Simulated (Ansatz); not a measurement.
`BN=C=O` + `N[SiH3]` → `BN[SiH3]` + `N=C=O` at 298.15 K and 1 bar (ligand exchange at a B–N bond).

Gas-phase electronic energies from Ansatz, PBE0-D4/def2-TZVP geometries. CCSD(T)/CBS is the MP2 limit (def2-TZVPP, def2-QZVPP) plus CCSD(T) − MP2 in def2-TZVPP, frozen cores. This one scheme is used for every species. One conformer a species, not always the lowest.

```
   species  CCSD(T)/CBS energy (Eh)  H − E (kJ/mol)  S (J/(mol·K))
  `BN=C=O`               -193.93341           104.1          283.8
 `N[SiH3]`               -346.80422           145.7          264.3
`BN[SiH3]`               -372.22946           182.4          292.7
   `N=C=O`               -168.51995            67.5          238.3
```

H − E and S are ideal-gas, rigid-rotor, harmonic terms from PBE0-D4/def2-TZVP, for one conformer and one mirror image of each species. 1 Eh = 2625.50 kJ/mol, R = 8.31446 J/(mol·K).

Question: By hand: ΔE, ΔH, ΔS and ΔG.

Answer: ΔE = (-372.22946) + (-168.51995) − (-193.93341) − (-346.80422) = -0.01178 Eh = -30.9 kJ/mol. Δ(H − E) = 182.4 + 67.5 − 104.1 − 145.7 = 0.1, so ΔH = -30.8 kJ/mol. ΔS = 292.7 + 238.3 − 283.8 − 264.3 = -17.1 J/(mol·K). ΔG = -30.8 − 298.15 × (-17.1)/1000 = -25.7 kJ/mol.

Question: By hand: the equilibrium constant, and the temperature at which ΔG would vanish if ΔH and ΔS stayed fixed.

Answer: log₁₀ K = −ΔG/(RT ln 10) = 4.5. ΔG = 0 at ΔH/ΔS = 1801 K, though so small a ΔS makes that figure unsure.

ΔH outweighs TΔS. A doubt of 5 kJ/mol in ΔE shifts log₁₀ K by 0.9 here. Other conformers and mirror images would add mixing entropy, several J/(mol·K) or more a flexible species. These are equilibria of isolated gas molecules and say nothing of rates. Largest T1 diagnostic: 0.018 (customary marks: 0.02 for closed shells, 0.045 for open ones).
